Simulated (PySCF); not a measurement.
Computed IR spectrum (relative IR intensity) of a molecule C₃H₉NSi₂. Coordinates come from a PBE-D3(BJ)/def2-SVP optimisation. Other conformers were not sampled. These are PBE-D3(BJ)/def2-SVP (PySCF) values and carry that method's errors. Frequencies are harmonic and unscaled.

Lines under 2 % of the strongest are left out, and lines within 2 cm⁻¹ are merged.

```tsv
ν (cm⁻¹)	relative intensity
144	2.7
233	4.7
313	8.7
353	2.3
518	7.5
571	23
612	24
650	57
659	3.6
733	6.4
779	12
878	22
889	52
903	51
1049	28
1135	11
1172	16
1321	9.8
1387	8.0
1394	9.5
1654	15
2146	72
2155	78
2167	100
2959	11
2969	8.2
3010	2.0
3038	4.7
3078	7.1
```

**Question.** Which structure fits?
(A) CC1=NC[SiH2][SiH2]1
(B) C=C=CN([SiH3])[SiH3]
(C) C[Si@@H]1C=N[C@H]1[SiH3]
(D) C#C[C@H](N)[SiH2][SiH3]

**Answer.** A, CC1=NC[SiH2][SiH2]1
